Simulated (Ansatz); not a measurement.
CAuClO, singlet, geometry from GFN2-xTB (such geometries of metal compounds can be far from the true shape) (core potentials on Au). Base run: B3LYP/def2-SV(P) (Ansatz, a quantum-chemistry and plane-wave program).

The Ansatz input:
Ansatz 0.2 input:
```yaml
crystal:
  periodic: [false, false, false]
  atoms:
    - {symbol: Au, position_ang: [0.00147346, -0.01243069, 0.01543788]}
    - {symbol: Cl, position_ang: [-0.19553876, 1.58697857, -1.44038517]}
    - {symbol: O, position_ang: [0.27405603, -2.22019484, 1.97969266]}
    - {symbol: C, position_ang: [0.16921784, -1.37250870, 1.23823567]}
basis:
  gaussian:
    orbitals: def2-SV_P_.json
hamiltonian:
  xc: b3lyp
```
The basis file holds def2-SV(P) in the JSON format of the Basis Set Exchange.

The base run was repeated with changes; each row names its change, and settings that it needs were set with it.

```json
[
 {"change": "base", "basis functions": "71", "E (Eh)": "-709.14172"},
 {"change": "basis = x2c-TZVPall; relativity = none", "basis functions": "180", "E (Eh)": "-17727.35422"},
 {"change": "basis = x2c-TZVPall; relativity = spin-free X2C; nucleus = Gaussian", "basis functions": "180", "E (Eh)": "-19590.03724"},
 {"change": "basis = ANO-RCC-VDZP; relativity = spin-free X2C; nucleus = Gaussian", "basis functions": "105", "E (Eh)": "-19589.42717"},
 {"change": "basis = x2c-TZVPall; relativity = spin-free X2C", "basis functions": "180", "E (Eh)": "-19593.22306"},
 {"change": "basis = jorge-DZP-DKH; relativity = none", "basis functions": "117", "E (Eh)": "-17954.70566"},
 {"change": "basis = ANO-RCC-VDZP; relativity = none", "basis functions": "105", "E (Eh)": "-15925.95070"},
 {"change": "basis = ANO-RCC-VDZP; relativity = spin-free X2C", "basis functions": "105", "E (Eh)": "-19593.20682"},
 {"change": "basis = jorge-DZP-DKH; relativity = spin-free X2C", "basis functions": "117", "E (Eh)": "-19559.48795"},
 {"change": "basis = jorge-DZP-DKH; relativity = spin-free X2C; nucleus = Gaussian", "basis functions": "117", "E (Eh)": "-19556.70270"}
]
```

Absolute energies of different levels of theory aren't comparable as measures of quality.

Ansatz warned in this series: the basis is contracted for relativity, which the run leaves out.

Basis sets contracted for a relativistic Hamiltonian are a mismatch without it, so the rows without relativity aren't non-relativistic limits. No row has spin-orbit coupling; sets with core potentials leave out the core electrons.
